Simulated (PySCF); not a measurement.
# Dipole response of La²⁺ (lanthanum, charge +2)

[Xe] 6s1, 2S determinant (an excited configuration). All numbers are calculated (PySCF 2.14, scalar relativity by spin-free X2C-1e, in x2c-TZVPPall with one added diffuse shell each of s, p, d type (12s8p8d3f1g, 106 functions)). Coupled (time-dependent) response in atomic units; α is the mean over directions.

| method | mean α (bohr³) | C₆ (like pair) | S(−4) |
| --- | --- | --- | --- |
| PBE0 | 75.78 | 681.8 | 4149 |

S(−4) is the Cauchy moment in α(ω) = α(0) + S(−4) ω² + …

α(iu) at PBE0:

```csv
u (hartree),α(iu) (bohr³)
0,75.78
0.0500,66.79
0.100,50.05
0.200,27.55
0.300,17.99
0.500,10.77
0.750,7.232
1.00,5.322
1.50,3.260
2.00,2.221
3.00,1.255
5.00,0.5905
```

A single London oscillator, α(iu) = α/(1 + u²/ω²), gives C₆ = (3/4) ω α². Matching the computed C₆ needs ω = 4 × 681.8 / (3 × 75.78²) = 0.158 hartree.

For an ion, C₆ is the dispersion term alone; charge-induced terms of lower order in 1/R come first.

Spin-orbit coupling, which splits the p, d and f shells strongly at this Z, is absent.
